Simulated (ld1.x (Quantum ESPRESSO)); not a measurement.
## Transferability test, RRKJ potential for magnesium (Mg)

ld1.x (Quantum ESPRESSO) 7.5 input, shortened:

```
&input
   title='Mg', zed=12., rel=1, dft='PBESOL', iswitch=3,
   config='[Ne] 3s2 3p0'
 /
 &inputp
   pseudotype=2, tm=.false., lloc=0,
   nlcc=.true., new_core_ps=.true.
 /
2
2P  2  1   6.00   0.00  1.30  1.30  0.0
2S  1  0   2.00   0.00  0.65  0.65  0.0
 &test
   configts(1)='2s2 2p6 3s2 3p0'
 /
```

Occupied shells without a wave of their own: 3s. They enter only through the test configuration that unscreens the potential, and ld1.x also counts them in the model core charge.

Energies are relative to the spin-unpolarised reference configuration 2s2 2p6 3s2 3p0; without spin polarisation the order of configurations can differ from experiment.

ld1.x takes every shell without a wave as core, so the model core holds the 3s electrons as well and exchange and correlation see them twice. This cancels in the reference configuration, but the file is broken for other ones, and its errors say nothing about a proper core correction.

```
valence configuration  charge  ΔE all-electron (eV)  error AE − PS (meV)
      2s2 2p6 3s1 3p0      +1                 7.920                 -209
      2s2 2p6 3s0 3p0      +2                22.737                -1139
    2s2 2p6 3s1.5 3p0    +0.5                 3.129                  -49
      2s2 2p6 3s0 3p1      +1                12.230                 -372
      2s2 2p6 3s1 3p1       0                 3.474                 -114
      2s1 2p6 3s2 3p0      +1                91.198                 -492
      2s2 2p6 3s0 3p2       0                 7.126                 -318
```
